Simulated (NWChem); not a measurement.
CBF$_{5}$; SMILES FC(F)(F)B(F)F

```xyz
7

B      0.0089    -0.9717     0.0055
C      0.0086     0.6402     0.0025
F     -0.5136     1.0983    -1.1432
F      1.2343     1.1482     0.1239
F     -0.7344     1.1160     1.0084
F      1.1326    -1.6366     0.0032
F     -1.1295    -1.6129     0.0029
```
Atoms are numbered in this order, from 1.

Results from NWChem. Pople sets run with spherical d functions. Medium grid unless said otherwise, to which SCAN and Minnesota functionals are sensitive. All runs use the structure optimised with PBE0/def2-SVP. Total energies of different functionals are on different scales.

```
level                energy (Ha)  highest occupied level (eV)  orbital gap (eV)  dipole (D)
-------------------  -----------  ---------------------------  ----------------  ----------
B3LYP/6-31G*           -562.2720                        -9.76              8.91        0.77
PBE/6-31G*             -561.7205                        -8.07              6.50        0.69
M05-2X/6-31G*          -562.2369                       -12.03             12.57        0.79
TPSSh/6-31G*           -562.2595                        -9.07              8.00        0.79
revPBE/6-31G*          -562.0786                        -8.00              6.57        0.70
Hartree-Fock/6-31G*    -559.8722                       -15.03             18.40        0.87
BP86/6-31G*            -562.2576                        -8.22              6.57        0.71
M06/6-31G*             -562.0985                       -10.32              9.63        0.81
BHandHLYP/6-31G*       -562.0709                       -12.01             12.45        0.82
B97-D/6-31G*           -561.9782                        -8.24              6.80        0.72
OLYP/6-31G*            -562.1226                        -7.99              6.68        0.70
```
